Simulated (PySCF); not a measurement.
Compound: norbornane, C7H12.
SMILES with atom numbers: `[CH2:1]1[CH2:2][C@@H:3]2[CH2:4][CH2:5][C@H:6]1[CH2:7]2` (hydrogens: H8, H9 on C1; H10, H11 on C2; H12 on C3; H13, H14 on C4; H15, H16 on C5; H17 on C6; H18, H19 on C7)

The same species was optimised twice, with GFN2-xTB and with PBE0-D3(BJ)/def2-SVP (PySCF), and the same property calculations (PySCF, gas phase) were run on both structures.

```
  coordinate  GFN2-xTB  PBE0-D3(BJ)/def2-SVP  change
   C4–C5 (Å)     1.542                 1.552  +0.010
   C1–C2 (Å)     1.542                 1.552  +0.010
   C3–C7 (Å)     1.528                 1.534  +0.006
   C6–C7 (Å)     1.528                 1.534  +0.006
   C2–C3 (Å)     1.532                 1.536  +0.004
   C5–C6 (Å)     1.533                 1.536  +0.003
   C3–C4 (Å)     1.533                 1.536  +0.003
   C1–C6 (Å)     1.533                 1.536  +0.003
C3–C7–C6 (°)      94.0                  94.3    +0.3
C4–C3–C7 (°)     101.7                 101.5    -0.2
C5–C6–C7 (°)     101.7                 101.5    -0.2
C2–C3–C7 (°)     101.7                 101.5    -0.2
C1–C6–C5 (°)     108.3                 108.5    +0.2
C2–C3–C4 (°)     108.3                 108.4    +0.1
C1–C6–C7 (°)     101.7                 101.5    -0.2
C1–C2–C3 (°)     103.1                 103.1     0.0
```

Rotational constants: A = 3766, B = 3258, C = 2828 MHz (GFN2-xTB) against A = 3727, B = 3234, C = 2795 MHz (PBE0-D3(BJ)/def2-SVP). Point groups within 0.08 Å: C2v and C2v. Atoms that the bonding makes alike are paired by their places after alignment.

On the GFN2-xTB structure: HOMO (eV) -8.14 [PBE0/pcSseg-1]; LUMO (eV) 1.27 [PBE0/pcSseg-1]; dipole (D) 0.07 [PBE0/pcSseg-1]; GIAO shielding of C1/C2/C4/C5 (mean) (ppm) 154.5 [PBE0/pcSseg-1]; GIAO shielding of C3/C6 (mean) (ppm) 147.1 [PBE0/pcSseg-1]; GIAO shielding of C7 (ppm) 147.1 [PBE0/pcSseg-1].

Q: What do these properties become on the PBE0-D3(BJ)/def2-SVP structure?

A: 
```tsv
property	level	on GFN2-xTB	on PBE0-D3(BJ)/def2-SVP	change
HOMO (eV)	PBE0/pcSseg-1	-8.14	-8.15	-0.01
LUMO (eV)	PBE0/pcSseg-1	1.27	1.23	-0.04
dipole (D)	PBE0/pcSseg-1	0.07	0.08	+0.01
energy, GFN2-xTB geometry as zero (kcal/mol)	PBE0/pcSseg-1	0.0	-0.3	-0.3
GIAO shielding of C1/C2/C4/C5 (mean) (ppm)	PBE0/pcSseg-1	154.5	152.3	-2.2
GIAO shielding of C3/C6 (mean) (ppm)	PBE0/pcSseg-1	147.1	145.8	-1.3
GIAO shielding of C7 (ppm)	PBE0/pcSseg-1	147.1	144.4	-2.7
```

The heavy atoms differ by 0.006 Å rms after alignment. Among bonds between heavy atoms C1–C2 and C4–C5 change most and about equally (+0.010 Å). Changes are differences of the printed values. Neither structure is proved a minimum here.
